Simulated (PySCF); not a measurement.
Species: C7H9NO.
SMILES with atom numbers: `[N:1]#[C:2][C@@H:3]1[CH2:4][CH2:5][C@H:6]2[O:7][C@H:8]2[CH2:9]1` (hydrogens: H10 on C3; H11, H12 on C4; H13, H14 on C5; H15 on C6; H16 on C8; H17, H18 on C9)

Cartesian coordinates in Å at the GFN2-xTB level; atoms count from 1:
```xyz
18
C7H9NO angstrom
N     -1.6058    1.8484    1.7177
C     -1.2288    1.4367    0.7200
C     -0.7490    0.9210   -0.5418
C     -1.0835   -0.5718   -0.6705
C     -0.5249   -1.3465    0.5211
C      0.9461   -1.0620    0.7189
O      1.7880   -1.1174   -0.3981
C      1.5635    0.1479    0.1661
C      0.7693    1.1432   -0.6569
H     -1.2529    1.4854   -1.3360
H     -0.6361   -0.9479   -1.5928
H     -2.1644   -0.7128   -0.7255
H     -1.0505   -1.0620    1.4360
H     -0.6655   -2.4184    0.3661
H      1.3739   -1.4871    1.6252
H      2.4279    0.5617    0.6807
H      1.0222    2.1560   -0.3378
H      1.0617    1.0319   -1.7039
```

Computed with TDDFT PBE0/def2-SVPD, vertical, gas phase, core orbitals frozen in the response in PySCF.

Transition dipole moments from the ground state, in atomic units and in the frame of the coordinates above (overall signs are arbitrary), for the states with f of 0.002 or more among the lowest 6:

```tsv
state	E (eV)	μx	μy	μz
S1	7.456	0.102	0.038	0.199
S2	7.712	-0.018	-0.041	0.159
S3	7.758	-0.034	-0.108	-0.145
S4	7.894	0.049	0.002	-0.113
S5	8.025	-0.009	0.125	-0.072
S6	8.113	-0.059	0.055	-0.061
```

What oscillator strength does each state have?

f = (2/3) ΔE |μ|² with ΔE in hartree (27.2114 eV).

```csv
state,|μ|² (au),|μ| (D),f
S1,0.051,0.58,0.009
S2,0.027,0.42,0.005
S3,0.034,0.47,0.006
S4,0.015,0.31,0.003
S5,0.021,0.37,0.004
S6,0.010,0.26,0.002
```

How is the summed strength of these states shared among x, y and z?

(2/3) Σ ΔE μα² gives 0.003 for x, 0.007 for y and 0.020 for z, 0.030 in all.

What peak molar absorption coefficient would the strongest computed level give as a lone Gaussian band 0.3 eV wide at half height?

ε(max) = 2.175×10⁸ f / FWHM, with the width in cm⁻¹. S1: 2.175×10⁸ × 0.0094 / 2420 ≈ 840 L mol⁻¹ cm⁻¹.

One conformer stands for the species.
